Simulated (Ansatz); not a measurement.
Gas-phase electronic energies from Ansatz, PBE0-D4/def2-TZVP geometries. CCSD(T)/CBS adds triple-zeta CCSD(T) − MP2 to the extrapolated MP2 energy (def2 sets, frozen cores). This one scheme is used for every species. DFT in def2-TZVPP. B3LYP here is the variant with VWN-RPA as its local correlation; programs differ in this. HSE06 is defined as in plane-wave codes. One conformer a species, not always the lowest.

Consider the hydrogenolysis of a C–C bond: `CC(N)O[SiH3]` + H₂ → `NCO[SiH3]` + CH₄.

```
         level  ΔE (kJ/mol)  difference from CCSD(T)/CBS
      HSE06-D4        -53.7                         -4.1
  CAM-B3LYP-D4        -55.5                         -5.9
       ωB97X-V        -51.7                         -2.1
       ωB97M-V        -51.4                         -1.8
           PBE        -58.4                         -8.8
         B3LYP        -66.4                        -16.8
     CAM-B3LYP        -61.8                        -12.2
  MP2/def2-SVP        -46.9                          2.7
MP2/def2-TZVPP        -48.0                          1.6
CCSD/CBS(def2)        -54.0                         -4.4
   CCSD(T)/CBS        -49.6                            0
```

Largest T1 diagnostic among the species: 0.011.

In def2-TZVPP, CCSD(T) changes the Hartree–Fock value by +22.2 kJ/mol (the triples alone add +4.4 kJ/mol) and MP2 by +25.4 kJ/mol. The D4 term adds +11.2 kJ/mol with B3LYP and +6.2 kJ/mol with PBE0; it sums over pairs of atoms, weighted by their polarisabilities, and B3LYP, whose exchange is more repulsive, gets the larger term. Leaving LDA and LC-ωPBE aside and taking each functional with its dispersion term where it has one, the values, not all of them listed here, spread over 14.3 kJ/mol, from B2PLYP to revPBE-D4. LDA lies +14.7 kJ/mol from PBE without D4.

CCSD(T)/CBS has its own doubt, a few kJ/mol and more with outer-core shells, so smaller differences from it don't rank the levels.
